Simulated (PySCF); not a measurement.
## Charge on either side of a bond

Species: C3H10N2O2Si2.
Numbering: `[CH3:1][O:2][C@@H:3]([C:4]#[N:5])[Si@H:6]([NH2:7])[O:8][SiH3:9]` (hydrogens: H10, H11, H12 on C1; H13 on C3; H14 on Si6; H15, H16 on N7; H17, H18, H19 on Si9)

Cartesian coordinates in Å at the GFN2-xTB level; atoms count from 1:
```
atom  x, y, z in Å
C1     3.2271    0.0730   -0.0396
O2     1.9568    0.2713   -0.6121
C3     0.9065   -0.3849    0.0832
C4     0.6876    0.1480    1.3985
N5     0.4989    0.5897    2.4387
Si6   -0.6551   -0.1439   -1.0171
N7    -0.7906    1.5543   -1.1853
O8    -1.9481   -0.7483   -0.2679
Si9   -3.1806   -0.7451    0.7974
H10    3.2674    0.4526    0.9876
H11    3.4959   -0.9911   -0.0344
H12    3.9343    0.6226   -0.6586
H13    1.1325   -1.4579    0.1911
H14   -0.5187   -0.9789   -2.2086
H15    0.0511    2.0894   -1.3258
H16   -1.5621    1.9545   -1.6936
H17   -3.3756   -2.1637    1.0888
H18   -4.3198   -0.1720    0.0799
H19   -2.8170    0.0397    1.9703
```

Atomic charges (e) from the PBE0/pcSseg-1 density (PySCF):

| atom | Mulliken | IAO | Hirshfeld | ESP-fitted |
| --- | --- | --- | --- | --- |
| C1 | -0.0278 | -0.2066 | -0.0391 | -0.2266 |
| O2 | -0.5175 | -0.3827 | -0.1295 | -0.2042 |
| C3 | -0.2307 | -0.2516 | -0.0304 | -0.1953 |
| C4 | +0.0944 | +0.1196 | +0.0742 | +0.4387 |
| N5 | -0.2493 | -0.2449 | -0.2187 | -0.4858 |
| Si6 | +1.1715 | +1.2850 | +0.4525 | +0.6582 |
| N7 | -0.6425 | -0.8516 | -0.3128 | -0.9205 |
| O8 | -0.7348 | -0.8864 | -0.3026 | -0.3954 |
| Si9 | +0.7143 | +0.8851 | +0.3955 | +0.5326 |
| H10 | +0.1168 | +0.1369 | +0.0400 | +0.1251 |
| H11 | +0.0940 | +0.1261 | +0.0406 | +0.1058 |
| H12 | +0.1272 | +0.1628 | +0.0550 | +0.1346 |
| H13 | +0.1636 | +0.1580 | +0.0536 | +0.1328 |
| H14 | -0.1378 | -0.1739 | -0.0869 | -0.1308 |
| H15 | +0.2039 | +0.2788 | +0.1189 | +0.3481 |
| H16 | +0.1950 | +0.2685 | +0.1241 | +0.3901 |
| H17 | -0.1238 | -0.1411 | -0.0797 | -0.1225 |
| H18 | -0.1270 | -0.1493 | -0.0824 | -0.1021 |
| H19 | -0.0893 | -0.1326 | -0.0723 | -0.0827 |

**Question.** Cut each of the bonds C1–O2, O2–C3, C3–Si6, C4–C3, N7–Si6, O8–Si6 and Si9–O8 in turn and sum the charges on the side of the atom named first.

**Answer.** In e; the other side holds the opposite charge:

```tsv
bond cut	piece	atoms	Mulliken	IAO	Hirshfeld	ESP-fitted
C1–O2	CH3	4	+0.310	+0.219	+0.097	+0.139
O2–C3	CH3O	5	-0.207	-0.163	-0.033	-0.065
C3–Si6	C3H4NO	9	-0.429	-0.382	-0.154	-0.175
C4–C3	CN	2	-0.155	-0.125	-0.145	-0.047
N7–Si6	NH2	3	-0.244	-0.304	-0.070	-0.182
O8–Si6	SiOH3	5	-0.361	-0.424	-0.141	-0.170
Si9–O8	SiH3	4	+0.374	+0.462	+0.161	+0.225
```

Extremes among these pieces. Mulliken: lowest C3H4NO at C3, highest SiH3 at Si9; IAO: lowest SiOH3 at O8, highest SiH3 at Si9; Hirshfeld: lowest C3H4NO at C3, highest SiH3 at Si9; ESP-fitted: lowest NH2 at N7, highest SiH3 at Si9.

**Question.** Do the schemes agree better on the pieces than on the single atoms at the cuts?

**Answer.** The spread between schemes averages 0.227 e for the pieces and 0.408 e for the atoms named first; it is smaller for the piece at 5 of the 7 cuts. On average they agree better on the pieces.

The structure is a single GFN2-xTB conformer in the gas phase; no vibrational or solvent corrections.
